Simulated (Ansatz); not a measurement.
Coupled-cluster diagnostics for Na5⁻, Ansatz.

Geometry of the singlet (PBE0/def2-SVPD):

```xyz
5

Na    2.136    2.238   -2.822
Na   -2.040   -2.229   -1.494
Na   -1.342   -1.404    1.784
Na    0.436    0.462   -0.594
Na    0.809    0.933    3.126
```

Correlated methods freeze 5 core orbitals; core or outer-core shells of Na are correlated, in sets that lack core-valence functions. Another isomer (singlet) lies 0.08 eV lower at PBE0/def2-TZVPD; other spin states weren't run for this one.

(1) Estimate the CCSD(T) correlation energy, the shares of MP2 and (T), T1 and the reference's ⟨S²⟩ for: charge -1, singlet, own geometry in def2-TZVPPD; and the rough time on 4 threads of Arm Neoverse V1 on a shared host.

Results:

(1) 
| state | basis | correlation (eV) | MP2 share (%) | (T) share (%) | T1 | ⟨S²⟩ (pure) | wall time | remarks |
| --- | --- | --- | --- | --- | --- | --- | --- | --- |
| charge -1, singlet, own geometry | def2-TZVPPD | -26.009 | 93.6 | 1.9 | 0.013 | 0.00 (0.00) | 1.8 min | restricted SCF unstable |
Customary marks for T1 are 0.02 (closed shells), 0.045 (open shells) and about 0.05 (3d metals). T1 stays under 0.02 throughout.
